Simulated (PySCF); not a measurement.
Nuclear quadrupole coupling in `C=Cc1pc(OC)c[p-]1`

Species: C6H7OP2 (charge -1).
Geometry (GFN2-xTB, Å), atoms numbered from 1 in this order:
```xyz
16
C6H7OP2 angstrom
C      3.1722    0.7097    0.8156
C      2.6342    0.4805   -0.3839
C      1.2561    0.1882   -0.6550
P      0.0330    0.0451    0.5981
C     -1.2490   -0.2911   -0.5497
O     -2.5693   -0.5224   -0.1914
C     -2.8141   -0.4661    1.1785
C     -0.9242   -0.3297   -1.8874
P      0.7338   -0.0414   -2.3103
H      2.5614    0.6854    1.7043
H      4.2224    0.9246    0.9465
H      3.2692    0.5139   -1.2668
H     -2.2213   -1.2156    1.7206
H     -3.8792   -0.6621    1.3219
H     -2.5568    0.5210    1.5862
H     -1.6758   -0.5310   -2.6386
```

Field gradients from the PBE0/pcSseg-1 density (PySCF, non-relativistic), principal values in atomic units, ordered |Vxx| ≤ |Vyy| ≤ |Vzz|:

| atom | Vxx | Vyy | Vzz |
| --- | --- | --- | --- |
| O6 | -0.1398 | -1.7648 | 1.9046 |

Q: Find the asymmetry η = (Vxx − Vyy)/Vzz and the couplings χ = eQV/h (234.96 MHz × Q in barn × V in au), with Q(17O) = −0.0256 b.

A: 
| atom | environment | nucleus | η | χzz (MHz) | χxx (MHz) | χyy (MHz) |
| --- | --- | --- | --- | --- | --- | --- |
| O6 | aryl ether oxygen | 17O | 0.85 | -11.46 | 0.84 | 10.62 |

Q: What is Vzz at O6 in SI units (1 au = 9.71736 × 10²¹ V/m²)?

A: 1.9046 au = 18.508 × 10²¹ V/m².

Q: What couplings would deuterons (Q(2H) = 0.00286 b) have in place of the hydrogens, at this geometry?

A: 
```csv
atom,bonded to,bond length (Å),Vzz (au),η,χzz (kHz)
H10,C1,1.079,0.3379,0.09,227
H11,C1,1.080,0.3438,0.08,231
H12,C2,1.088,0.3167,0.06,213
H13,C7,1.099,0.2857,0.08,192
H14,C7,1.092,0.3058,0.07,205
H15,C7,1.099,0.2858,0.08,192
H16,C8,1.082,0.3419,0.08,230
```

Geometry: GFN2-xTB, one conformer, isolated ion. The pcSseg-1 basis has no diffuse functions, a weakness for an anion. GFN2-xTB bond lengths can be off by several hundredths of an ångström, more for odd bonds, and the gradients follow them. The basis is small and wasn't made for field gradients, so the couplings can be 20 % off.
